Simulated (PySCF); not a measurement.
Input of a run (PBE0-D3(BJ)/def2-SVP geometry optimisation, gas phase (PySCF 2.14.0)), started from GFN2-xTB:
```
{"job": {"xc": "PBE0", "basis": "def2-SVP", "d3": "d3bj", "grid": 1, "kind": "geom"}, "charge": 0, "multiplicity": 1}
B     -0.039410     1.717780    -0.218020
N      0.023480     0.316890    -0.105350
Si     1.522130    -0.538180     0.271120
Si    -1.405710    -0.658040    -0.302530
Br    -1.948230    -1.499460     1.657620
H     -1.063220     2.232080    -0.465220
H      0.929850     2.354350    -0.064710
H      2.600830     0.436210     0.252340
H      1.352160    -1.161050     1.584090
H      1.673350    -1.551740    -0.778640
H     -1.107370    -1.796270    -1.159620
H     -2.535470     0.146070    -0.723140
```

Output (energies in Eh, forces in Eh/bohr):
```
step   0  E = -3235.85748030  max force = 0.017000
step   1  E = -3235.86255345  max force = 0.003361
step   2  E = -3235.86266774  max force = 0.001934
step   3  E = -3235.86270911  max force = 0.000654
step   4  E = -3235.86269502  max force = 0.001001
step   5  E = -3235.86270857  max force = 0.001589
step   6  E = -3235.86273279  max force = 0.000481
step   7  E = -3235.86273811  max force = 0.000181
optimisation converged
```

Question: Summarise the run.

Answer: The energy falls by 13.8 kJ/mol over 8 energy and gradient evaluations, the largest force component goes from 0.0170 to 1.8e-04 Eh/bohr, and the atoms move by 0.117 Å rms after alignment. Among the bonds, B1–H6 and B1–H7 change most and about equally (+0.039 to +0.040 Å). Bonds longer at the end by more than 0.005 Å: 11 of 11; shorter: 0. Among the angles that change most is Si3–N2–Si4, from 116.7° to 120.3°. Among the dihedrals that turn most is B1–N2–Si4–H12, from 6° to 17°. The energy rose by more than 1e-6 Eh at step 4. The first step brought 96 % of the lowering.

Question: What are the final bond lengths?

Answer: B1–N2 1.418 Å, N2–Si3 1.781 Å, N2–Si4 1.757 Å, Si4–Br5 2.228 Å, B1–H6 1.211 Å, B1–H7 1.210 Å, Si3–H8 1.487 Å, Si3–H9 1.492 Å, Si3–H10 1.493 Å, Si4–H11 1.488 Å, Si4–H12 1.482 Å. Numbering counts from 1 in the input's order; the species is `BN([SiH3])[SiH2]Br`.

The run used 131 basis functions and 51 SCF cycles in all. The run took 74 s wall on an Arm Neoverse V1 with one thread, no GPU (shared host).

No frequency check. The numbers are those of one conformer.
